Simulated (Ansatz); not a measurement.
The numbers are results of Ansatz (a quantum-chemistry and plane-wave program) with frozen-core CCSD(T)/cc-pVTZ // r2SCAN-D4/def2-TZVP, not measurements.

Ansatz 0.2 input:
```yaml
crystal:
  periodic: [false, false, false]
  atoms:
    - { symbol: Br, position_ang: [2.029071, -0.473377, -0.582621] }
    - { symbol: Si, position_ang: [0.0006, 0.001633, 0.133517] }
    - { symbol: Br, position_ang: [-1.42223, -1.533296, -0.554002] }
    - { symbol: Br, position_ang: [-0.614723, 1.985437, -0.600679] }
    - { symbol: H, position_ang: [0.007281, 0.019603, 1.603785] }
basis:
  gaussian: { orbitals: cc-pVTZ }
correlation:
  method: ccsd_t
```

Output:

```
Functional definition: HF
1132 factors; integrals over basis functions are off by at most 1.2e-3 eV
mean field evaluation 1: about -217881.8843 eV, gradient 1.9e1 eV
mean field evaluation 2: about -217882.0158 eV, gradient 2.0e1 eV
mean field evaluation 4: about -217883.3497 eV, gradient 2.0e0 eV
mean field evaluation 8: about -217883.3779 eV, gradient 1.1e-1 eV
mean field evaluation 16: about -217882.7717 eV, gradient 1.2e1 eV
mean field -217883.37795153 eV, -8007.0664530608 hartree, gradient 1.5e-6 eV, S^2 0.000000; 0 other end points of the search recorded, 0 dependent functions left out
32 core orbitals not correlated
reference -217883.37795153 eV, -8007.0664530608 hartree; 28, 28 occupied and 117, 117 virtual orbitals, 1132 factors
second order -21.41985386 eV of doubles, -0.00000000 eV of singles
cycle   1  -21.71275642 eV  change   -2.9e-1 eV  update   9.2e-2
cycle   2  -22.20573051 eV  change   -4.9e-1 eV  update   2.4e-2
cycle   3  -22.27805157 eV  change   -7.2e-2 eV  update   1.1e-2
cycle   4  -22.26317076 eV  change    1.5e-2 eV  update   2.6e-3
cycle   5  -22.26337739 eV  change   -2.1e-4 eV  update   1.0e-3
cycle   6  -22.26316930 eV  change    2.1e-4 eV  update   2.7e-4
cycle   7  -22.26302950 eV  change    1.4e-4 eV  update   1.0e-4
cycle   8  -22.26306861 eV  change   -3.9e-5 eV  update   2.9e-5
perturbative correction -0.89923369 eV, -0.0330462285 hartree
Total energy: -217906.54025383 eV, -8007.9176519702 hartree
```

Cost: very roughly 60 core-seconds.
